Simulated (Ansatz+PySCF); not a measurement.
**sextet CrH: levels of theory in one basis**

| atom | x (Å) | y (Å) | z (Å) |
| --- | --- | --- | --- |
| Cr | 0.0000 | 0.0000 | -0.0665 |
| H | 0.0000 | 0.0000 | 1.5955 |

Basis set: def2-SVP (spherical functions). Frozen core: 5 orbitals. Correlation on ROHF uses semicanonical orbitals with singles. Charge 0, multiplicity 6.

Computed with Ansatz (development build ahead of 0.2.0); each method stands on the lowest determinant of its kind that the runs found. NEVPT2 correlates all electrons. Active spaces start from the frontier orbitals, and the lowest solution found is given.

```tsv
method	E − E(ROHF) (eV)	<S²> of the determinant
ROHF	0.00	8.75
UHF	-0.21	8.86
ROHF-MP2	-6.37	–
UHF-MP2	-6.41	8.86
ROHF-CCSD	-6.92	–
UHF-CCSD	-6.92	8.86
ROHF-CCSD(T)	-7.09	–
UHF-CCSD(T)	-7.09	8.86
CASSCF(7,7)	-0.58	–
```

Q: What does SC-NEVPT2(7,7) give on the same scale?

A: -6.48 eV. NEVPT2 here correlates all electrons, so it doesn't share the others' frozen core.

Q: Is a single determinant a sound starting point here?

A: By this sign, yes. Unrestricted orbitals gain 0.21 eV and <S²> is 8.86 against 8.75 for a pure state. The CASSCF(7,7) natural occupations are 1.94, 1.00, 1.00, 1.00, 1.00, 1.00, 0.06.
